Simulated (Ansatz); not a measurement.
Reaction (formal exchange of groups at the Si–S bond): `F[SiH](F)S[SiH](Cl)Cl` + `[SiH3]Cl` → `Cl[SiH2][SiH](Cl)Cl` + `F[SiH](F)S`

Computed with Ansatz on PBE0-D4/def2-TZVP structures; ΔE is electronic, products minus reactants. CCSD(T)/CBS adds triple-zeta CCSD(T) − MP2 to the extrapolated MP2 energy (def2 sets, frozen cores). This one scheme is used for every species. DFT in def2-TZVPP. Each species was taken in one conformer, which may not be the lowest.

CCSD(T)/CBS gives +16.0 kcal/mol.

Task: Another level gave +15.4 kcal/mol. Which?
A. revPBE-D4/def2-TZVPP
B. BLYP/def2-TZVPP
C. ωB97M-V/def2-TZVPP
D. B97M-V/def2-TZVPP

Result: D. B97M-V 15.4, revPBE-D4 14.2, BLYP 12.8, ωB97M-V 16.8 kcal/mol.

Task: What do rigid-rotor, harmonic-oscillator terms from PBE0-D4/def2-TZVP frequencies (298.15 K, 1 bar) make of the CCSD(T)/CBS value? (An estimate is asked.)

Result: Computed: ΔZPE = -0.4 kcal/mol, ΔH = +15.7 kcal/mol, ΔS = 19 J/(mol·K), ΔG = +14.3 kcal/mol. Modes under 50 cm⁻¹ make the entropy rough.

Largest T1 diagnostic among the species: 0.012.

From BLYP to BHLYP (50 % exact exchange), in def2-TZVPP and without D4, ΔE moves by +2.4 kcal/mol. Leaving LDA and LC-ωPBE aside and taking each functional with its dispersion term where it has one, the values, not all of them listed here, spread over 3.4 kcal/mol, from PBE-D4 to ωB97M-V. LDA lies +0.9 kcal/mol from PBE without D4.

CCSD(T)/CBS has its own doubt, a few kJ/mol and more with outer-core shells, so smaller differences from it don't rank the levels.
